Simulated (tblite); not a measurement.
Species: C₅H₁₂O₄Si.
Numbering: `[CH3:1][O:2][CH2:3][C@@H:4]([SiH3:5])[O:6][C:7](=[O:8])[O:9][CH3:10]` (hydrogens: H11, H12, H13 on C1; H14, H15 on C3; H16 on C4; H17, H18, H19 on Si5; H20, H21, H22 on C10)

Computed with GFN2-xTB (tblite), gas phase: L-BFGS steps from a force-field or distance-geometry start until the largest atomic force falls under 0.01 eV/Å.

Step 93: E = -948.0230 eV
```
atom  x, y, z in Å  |  force x, y, z in eV/Å
C1     -3.8114    0.4294   -0.2346    0.009   0.006   0.017
O2     -2.5463    0.1681    0.3192   -0.028  -0.009   0.018
C3     -1.4636    0.6055   -0.4663   -0.005  -0.007   0.033
C4     -0.2269    0.1763    0.3031   -0.005  -0.025   0.017
Si5    -0.6819   -1.4234    1.2643    0.010  -0.023  -0.003
O6      0.8242   -0.1308   -0.6254   -0.020  -0.014  -0.068
C7      2.0560    0.2291   -0.2978   -0.009  -0.024   0.023
O8      2.3894    0.8405    0.6788    0.009  -0.013  -0.037
O9      2.8805   -0.2082   -1.2573    0.000   0.043  -0.026
C10     4.2605    0.0842   -1.0868   -0.006   0.006  -0.002
H11    -3.9834    1.5080   -0.3239    0.003   0.021  -0.022
H12    -4.5432    0.0048    0.4485   -0.007  -0.020   0.008
H13    -3.9225   -0.0292   -1.2238    0.022  -0.021  -0.006
H14    -1.4720    0.1064   -1.4454    0.030  -0.009  -0.019
H15    -1.5218    1.6897   -0.6311    0.019   0.055   0.002
H16     0.1208    0.9718    0.9646    0.001   0.006   0.012
H17    -1.3027   -2.3639    0.3333    0.003   0.032   0.016
H18     0.6109   -1.9802    1.6823   -0.006  -0.004   0.014
H19    -1.4982   -1.1129    2.4295    0.003   0.014  -0.014
H20     4.6832   -0.5288   -0.2875   -0.004   0.015  -0.009
H21     4.7276   -0.1552   -2.0393    0.021  -0.013   0.026
H22     4.4102    1.1383   -0.8439   -0.040  -0.016   0.019
```

Step 94: E = -948.0236 eV
```
atom  x, y, z in Å  |  force x, y, z in eV/Å
C1     -3.8117    0.4228   -0.2385    0.001  -0.003   0.021
O2     -2.5468    0.1659    0.3177   -0.002   0.003   0.006
C3     -1.4629    0.6122   -0.4626   -0.015  -0.007   0.028
C4     -0.2262    0.1790    0.3058   -0.002  -0.017   0.019
Si5    -0.6837   -1.4209    1.2675    0.003  -0.003  -0.023
O6      0.8245   -0.1307   -0.6235   -0.020  -0.001  -0.048
C7      2.0572    0.2291   -0.2974   -0.017  -0.018  -0.005
O8      2.3926    0.8410    0.6780    0.006  -0.020  -0.031
O9      2.8800   -0.2066   -1.2597   -0.010   0.016  -0.020
C10     4.2609    0.0809   -1.0893   -0.013   0.011   0.002
H11    -3.9913    1.5016   -0.3228    0.007  -0.015  -0.012
H12    -4.5416   -0.0135    0.4410    0.005   0.006  -0.019
H13    -3.9152   -0.0317   -1.2309    0.013  -0.011   0.006
H14    -1.4672    0.1206   -1.4464    0.023  -0.001   0.003
H15    -1.5258    1.6982   -0.6191    0.032   0.027   0.007
H16     0.1242    0.9735    0.9678   -0.001  -0.003   0.003
H17    -1.3134   -2.3564    0.3371    0.011   0.030   0.023
H18     0.6106   -1.9812    1.6766   -0.014  -0.005   0.020
H19    -1.4954   -1.1057    2.4354    0.012   0.008  -0.020
H20     4.6821   -0.5310   -0.2884   -0.010   0.014  -0.006
H21     4.7293   -0.1630   -2.0405    0.007   0.004   0.037
H22     4.4095    1.1353   -0.8471   -0.014  -0.014   0.010
```

**Question.** Estimate the geometry and energy of step 95. (The exact step hangs on the optimiser's Hessian estimate; all steps are aligned on step 94, rigid shifts and turns removed.)

**Answer.** E = -948.0241 eV, largest force 0.053 eV/Å
```
atom  x, y, z in Å  |  force x, y, z in eV/Å
C1     -3.8118    0.4276   -0.2373    0.009  -0.017   0.018
O2     -2.5478    0.1690    0.3192    0.004  -0.003   0.021
C3     -1.4636    0.6093   -0.4628    0.005  -0.003   0.024
C4     -0.2265    0.1753    0.3052    0.003  -0.003   0.009
Si5    -0.6812   -1.4243    1.2688    0.000   0.020  -0.032
O6      0.8237   -0.1334   -0.6261   -0.018   0.008  -0.022
C7      2.0561    0.2280   -0.2997   -0.017  -0.015  -0.025
O8      2.3917    0.8384    0.6764   -0.002  -0.021  -0.018
O9      2.8797   -0.2021   -1.2640   -0.013  -0.010  -0.017
C10     4.2604    0.0834   -1.0888   -0.015   0.009   0.007
H11    -3.9894    1.5058   -0.3278    0.007  -0.001  -0.002
H12    -4.5402   -0.0055    0.4448   -0.022   0.008  -0.007
H13    -3.9167   -0.0313   -1.2267    0.009  -0.022  -0.017
H14    -1.4682    0.1145   -1.4446    0.014  -0.007  -0.006
H15    -1.5254    1.6949   -0.6240    0.044   0.027   0.010
H16     0.1243    0.9702    0.9669    0.000  -0.005   0.000
H17    -1.3100   -2.3573    0.3367    0.005   0.012   0.013
H18     0.6129   -1.9816    1.6805   -0.009  -0.010   0.021
H19    -1.4980   -1.1087    2.4326    0.012   0.008  -0.010
H20     4.6806   -0.5290   -0.2881   -0.022   0.005   0.006
H21     4.7331   -0.1606   -2.0377    0.000   0.017   0.026
H22     4.4060    1.1368   -0.8428    0.004   0.002   0.001
```

The energy changes by -0.0005 eV. The first-order estimate −F·Δx gives -0.0008 eV and the mean of the old and new forces, exact on a quadratic surface, -0.0005 eV. The step makes an angle of 75° with the force vector and moves no atom by more than 0.009 Å.

What follows is the cost of the whole relaxation. Time: 1.8 s of wall time. Hardware: Intel Xeon Platinum 8488C, one thread, shared host with 96 logical CPUs at a one-minute load of 58.
